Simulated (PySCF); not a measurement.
Species: AlCl3GaH3.
Numbering: `[Cl:1][AlH-:2]1[Cl+:3][GaH2-:4][Cl+:5]1` (hydrogens: H6 on Al2; H7, H8 on Ga4)

Computed by this run: PBE0-D3(BJ)/def2-SVP geometry optimisation, gas phase in PySCF; density fitting, grid level 1; the optimiser is geomeTRIC in internal coordinates, started from a GFN2-xTB structure with every atom displaced at random (about 0.01 Å).

Geometry at step 0:
```
atom  x, y, z in Å
Cl1    -3.0160    0.9113    0.3538
Al2    -1.5313   -0.3051   -0.1620
Cl3    -0.0748   -0.5525    1.4738
Ga4     1.6114    0.2477    0.1274
Cl5    -0.0070    0.7039   -1.4303
H6     -1.5860   -1.6923   -0.7715
H7      2.1469    1.5630    0.7147
H8      2.5121   -0.8952   -0.3584
```

Problem. What forces act on the atoms?

Solution. 
| atom | Fx (eV/Å) | Fy (eV/Å) | Fz (eV/Å) |
| --- | --- | --- | --- |
| Cl1 | -1.809 | 1.467 | 0.603 |
| Al2 | 1.162 | -1.220 | -0.638 |
| Cl3 | 0.173 | -0.250 | 1.337 |
| Ga4 | 1.025 | 0.170 | 0.108 |
| Cl5 | 0.017 | 0.739 | -1.016 |
| H6 | -0.444 | -0.826 | -0.379 |
| H7 | -0.113 | 0.353 | 0.159 |
| H8 | -0.011 | -0.434 | -0.173 |

The largest, 2.41 eV/Å, acts on Cl1; the rms over all components is 0.790 eV/Å. The forces sum to zero within rounding, as they must for an isolated molecule in no field.

Problem. Give the force on Cl1 in Eh/bohr and in nN.

Solution. 2.405 eV/Å ÷ 51.422 = 0.04678 Eh/bohr, and 2.405 eV/Å × 1.602 = 3.85 nN.

Problem. How far is this geometry from the end of the optimisation?

Solution. 0.392 eV above it, and 0.115 Å rms away after alignment. The bonds farthest from their final lengths, with half the difference of the two atoms' forces along the bond (positive lengthens):

```json
{"bond": "Cl1–Al2", "now (Å)": "1.987", "final (Å)": "2.101", "force along bond (eV/Å)": "+2.09"}
{"bond": "Ga4–Cl5", "now (Å)": "2.292", "final (Å)": "2.396", "force along bond (eV/Å)": "+0.79"}
{"bond": "Cl3–Ga4", "now (Å)": "2.301", "final (Å)": "2.391", "force along bond (eV/Å)": "+0.74"}
{"bond": "Al2–Cl3", "now (Å)": "2.204", "final (Å)": "2.282", "force along bond (eV/Å)": "+0.35"}
{"bond": "Al2–Cl5", "now (Å)": "2.225", "final (Å)": "2.284", "force along bond (eV/Å)": "+0.16"}
{"bond": "Al2–H6", "now (Å)": "1.516", "final (Å)": "1.569", "force along bond (eV/Å)": "-0.20"}
```

The angle farthest from its final value is H7–Ga4–H8, 123.6° against 136.3°.

Of the 6 listed bonds off by 0.010 Å or more, this force points towards the final length in 5.

What follows is the cost of the whole optimisation. The run took 96 s on one thread, Arm Neoverse V1 (aarch64), on a shared host, and the process peaked at 0.51 GiB of memory.
